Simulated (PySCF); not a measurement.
Coordinates in bohr (charge 0 multiplicity 2):
```
W     0.1786    0.0000   -0.1516
O    -2.2963    0.0000    1.8165
H     0.7554    2.9081   -1.5750
H     0.7554   -2.9081   -1.5750
H     2.4164    0.0000    2.1158
```

Method: UPBE0 in PySCF with W def2-TZVP with ECP60, O def2-TZVP, H def2-TZVP; scalar-relativistic core potentials, no spin–orbit coupling; density-fitted integrals.

This geometry of H₃WO is a stationary point at this level.

(1) What is the point group?

(2) Is it a minimum?

(3) Give the atomic charges and bond orders.

(4) Give the ideal-gas entropy at 298.15 K and 1 bar by parts.

(5) What is the atomisation energy, with and without zero-point energy?

## Answers

(1) Cs.

(2) Yes: all harmonic wavenumbers are real, though the softest, 42 cm⁻¹, leaves little margin.

(3) 
```
atom  Mulliken  Löwdin  polar tensor  spin (Mulliken)  Mayer order to W1
  W1      0.68    0.50          1.33             1.18                  –
  O2     -0.42   -0.22         -0.64            -0.07               2.27
H3,4     -0.11   -0.12         -0.25            -0.03               0.97
  H5     -0.04   -0.04         -0.20            -0.05               0.99
```

(4) translation 175.1, rotation 89.1, vibration 29.9, spin 5.8; total 299.8 J/(mol K).

(5) 1571 kJ/mol without, 1514 kJ/mol with.

Other isomers or separated fragments may lie lower. Open d and f shells are described by one determinant, and the ground state may have another occupation or spin. With an element this heavy the missing spin–orbit coupling can shift these numbers.
